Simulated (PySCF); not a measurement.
C₃H₆FNSi, SMILES N1[SiH2]/C(=C\F)C1. The structure is a stationary point at PBE-D3(BJ)/def2-SVP. The structure was generated by enumeration; whether it is a known compound was not checked.

Computed equilibrium geometry at PBE-D3(BJ)/def2-SVP (PySCF confirms it by a frequency run) as bond lengths and angles, and its point group:
point group Cs.
Atoms: F1 C2 C3 C4 N5 Si6 H7 H8 H9 H10 H11 H12. Bonded distances (Å): F1–C2 1.348, C2–C3 1.335, C2–H7 1.105, C3–C4 1.533, C3–Si6 1.881, C4–N5 1.471, C4–H8 1.118, C4–H9 1.118, N5–Si6 1.749, N5–H10 1.017, Si6–H11 1.511, Si6–H12 1.511. Bond angles (°): F1–C2–C3 122.2, F1–C2–H7 111.8, C3–C2–H7 126.0, C2–C3–C4 130.0, C2–C3–Si6 140.1, C4–C3–Si6 89.8, C3–C4–N5 96.6, C3–C4–H8 112.6, C3–C4–H9 112.6, N5–C4–H8 113.9, N5–C4–H9 113.9, H8–C4–H9 107.2, C4–N5–Si6 97.3, C4–N5–H10 122.5, Si6–N5–H10 140.2, C3–Si6–N5 76.3, C3–Si6–H11 118.3, C3–Si6–H12 118.3, N5–Si6–H11 117.9, N5–Si6–H12 117.9, H11–Si6–H12 106.5.
